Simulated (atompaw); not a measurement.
**Logarithmic derivatives: K (Z = 19), PAW (atompaw)**

```
Element                 : K
Generator               : atompaw 4.2.0.5
Type                    : PAW
Functional              : PBE
Relativity              : scalar-relativistic
Frozen core             : [Ar]
Valence charge          : 1
Reference configuration : 4s0.75 4p0.25
Partial waves           : 4s (bound): rc 3.00 bohr; 4s channel at 5 Ry: rc 3.00 bohr; 4p (bound): rc 3.00 bohr; 4p channel at 2.65 Ry: rc 3.00 bohr; 3d channel at 0.4 Ry: rc 3.00 bohr; 3d channel at 1.5 Ry: rc 3.00 bohr
Local potential         : troulliermartins scheme with l = 3 at 0 Ry, radius 2.25 bohr
Core correction         : smooth core density matched at 2.90 bohr
Augmentation charge     : besselshape compensation charge, radius 2.30 bohr; PAW radius 3.00 bohr; waves and projectors: custom polynom2 7 10 vanderbiltortho
```

The phase is arctan(r·u′/u) with u = r·R(r), unwrapped; energies in Ry, scanned from -2 to 5 Ry. A pole is an energy at which the radial function vanishes at the test radius. The pseudo phase is shifted by a multiple of π to meet the all-electron one at the reference energy, and phase errors are pseudo minus all-electron; the curves can meet again beyond the range given. Levels narrower than the energy grid can be missing from the lists of poles.

```tsv
channel	radius (bohr)	reference energy (Ry)	poles, all-electron	poles, pseudo	unbroken range about the reference energy with phases within 0.05 rad	phase error 1 Ry above the reference energy (rad)
s	3.01	-0.18	2.28	1.69, 2.68	below 0.3	-0.057
p	3.01	-0.07	-1.31, 3.03	0.92, 3.05	-0.9 to 0.3	-1.231
d	3.01	0.40	0.60, 4.11	0.60, 4.96	below 2.0	+0.000
```

Phases in the d channel:

```csv
E (Ry),all-electron,pseudo
-2.00,1.341,1.348
-1.52,1.308,1.316
-1.04,1.254,1.264
-0.56,1.141,1.153
-0.08,0.642,0.666
0.40,-1.370,-1.370
0.88,-1.721,-1.719
1.36,-1.955,-1.955
1.84,-2.590,-2.577
2.32,-4.034,-3.971
2.80,-4.455,-4.406
3.28,-4.596,-4.549
3.76,-4.672,-4.621
4.24,-4.726,-4.666
4.72,-4.775,-4.699
```
